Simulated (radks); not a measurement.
Values are calculated unless marked as measured or tabulated.
Problem. Species: Ta10+. Configuration: [Kr] 4d10 4f13 5s2 5p2. Level of theory: scalar-relativistic Kohn-Sham, BLYP, spin-polarised, spherical densities, finite nucleus; open shells are filled with parallel spins first (spin-orbit coupling, left out, can overturn this in heavy ions); Fermi nuclear charge, rms radius 5.3507 fm (a radial shooting solver on a logarithmic mesh with Libxc functionals). Some entries of the table are withheld. Estimate them.

| orbital | occ. | eigenvalue (eV) | <1/r> (bohr^-1) | <r> (bohr) |
|---|---|---|---|---|
| 1s up | 1 | -67531.51 | 85.40 | 0.01867 |
| 1s down | 1 | -67531.26 | 85.40 | 0.01867 |
| 2s up | 1 | -11748.91 | 19.96 | 0.07896 |
| 2s down | 1 | -11748.77 | 19.96 | 0.07896 |
| 2p up | 3 | -10320.83 | 18.15 | 0.07056 |
| 2p down | 3 | -10320.60 | 18.15 | 0.07056 |
| 3s up | 1 | -2825.515 | 7.388 | 0.2048 |
| 3s down | 1 | -2824.773 | 7.389 | 0.2048 |
| 3p up | 3 | -2400.558 | 6.837 | 0.2048 |
| 3p down | 3 | -2399.787 | 6.838 | 0.2048 |
| 3d up | 5 | -1903.953 | 6.465 | 0.1856 |
| 3d down | 5 | -1903.321 | 6.466 | 0.1855 |
| 4s up | 1 | -713.1493 | 3.141 | 0.4579 |
| 4s down | 1 | -711.7028 | 3.141 | 0.4579 |
| 4p up | 3 | -573.3461 | 2.860 | 0.4862 |
| 4p down | 3 | -571.9055 | 2.860 | 0.4861 |
| 4d up | 5 | -394.1243 | 2.548 | 0.5191 |
| 4d down | 5 | -392.6154 | 2.550 | 0.5186 |
| 5s up | 1 | -230.6433 | 1.319 | 1.018 |
| 5s down | 1 | -227.4117 | 1.322 | 1.018 |
| 4f up | 7 | -194.4237 | 2.095 | 0.5917 |
| 4f down | 6 | -192.6146 | 2.102 | 0.5889 |
| 5p up | 2 | -191.0350 | (1) | 1.127 |
| 5p down | 0 | -187.7624 | (2) | 1.130 |
| 5d up | 0 | -139.9862 | 0.9757 | 1.332 |
| 5d down | 0 | -137.0991 | 0.9651 | 1.346 |
| 6s up | 0 | -113.1150 | 0.6973 | (3) |
| 6s down | 0 | -112.2405 | 0.6885 | (4) |

Solution. 
(1) 5p up <1/r> (bohr^-1): 1.173
(2) 5p down <1/r> (bohr^-1): 1.172
(3) 6s up <r> (bohr): 1.918
(4) 6s down <r> (bohr): 1.936
